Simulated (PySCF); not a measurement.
# Ba: excitation energy

Ba [Xe] 6s2 (1S) → Ba [Xe] 6s1 7s1 (3S), as a difference of total energies. Computed with PySCF 2.14 in x2c-TZVPPall with one added diffuse shell each of s, p, d type (12s8p7d2f1g, 94 functions), with scalar relativity by spin-free X2C-1e. Correlated levels: valence: [Xe] frozen. The calculations carry no spin-orbit coupling.

| method | excitation energy (eV) |
| --- | --- |
| UHF | 2.477 |
| MP2 (valence) | 2.886 |
| SCS-MP2 (valence) | 3.016 |
| CCSD (valence) | 3.000 |

Problem. How much does correlation contribute at MP2 (valence)?

Solution. 2.886 − (2.477) = 0.409 eV, measured against UHF.

The promoted electron is Rydberg-like, and one or two diffuse shells describe it only roughly, which tends to raise the upper state.

With two correlated electrons CCSD is exact in that space.
